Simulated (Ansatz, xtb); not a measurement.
# Relaxing a trial structure of CH3SeSi−

The starting geometry of this gas-phase singlet was built from a drawn formula by distance geometry and a force field; its bonds are those of `C=[Si-][SeH]`.

```xyz
6

C     0.5259   -0.7431    3.9963
Se    0.6066   -0.8393    0.5349
Si    0.9535   -1.6634    2.6628
H     0.0786    0.2622    3.8253
H     0.6977   -1.0636    5.0113
H    -0.8089   -1.4692    0.5347
```

Q: Where would you expect an optimisation with r2SCAN-D4/def2-SVPD to take it?

A: It keeps its bonds, and is `C=[Si-][SeH]`.

The energy falls by 0.83 eV over 13 steps:

```json
{"step": "1", "E − E(last) (eV)": "0.831"}
{"step": "2", "E − E(last) (eV)": "0.227"}
{"step": "4", "E − E(last) (eV)": "0.136"}
{"step": "5", "E − E(last) (eV)": "0.135"}
{"step": "6", "E − E(last) (eV)": "0.079"}
{"step": "8", "E − E(last) (eV)": "0.018"}
{"step": "9", "E − E(last) (eV)": "0.011"}
{"step": "10", "E − E(last) (eV)": "0.001"}
{"step": "12", "E − E(last) (eV)": "0.000"}
{"step": "13", "E − E(last) (eV)": "0.000"}
```

Final geometry (Å):

```json
{"atom": "C", "x (Å)": "0.5899", "y (Å)": "-0.6826", "z (Å)": "4.0190"}
{"atom": "Se", "x (Å)": "-0.1511", "y (Å)": "-0.5949", "z (Å)": "0.8741"}
{"atom": "Si", "x (Å)": "0.5375", "y (Å)": "-1.9471", "z (Å)": "2.7941"}
{"atom": "H", "x (Å)": "0.3714", "y (Å)": "0.3909", "z (Å)": "3.9198"}
{"atom": "H", "x (Å)": "0.8783", "y (Å)": "-0.9699", "z (Å)": "5.0421"}
{"atom": "H", "x (Å)": "-0.1725", "y (Å)": "-1.7127", "z (Å)": "-0.0837"}
```

From the same start GFN2-xTB ends elsewhere, differing in Se2–Si3 (2.84 against 2.45 Å here).

No frequencies were run, so the end isn't proven a minimum. Run with Ansatz 0.2.0, 33 s on 2 threads of Arm Neoverse V1 (shared host).
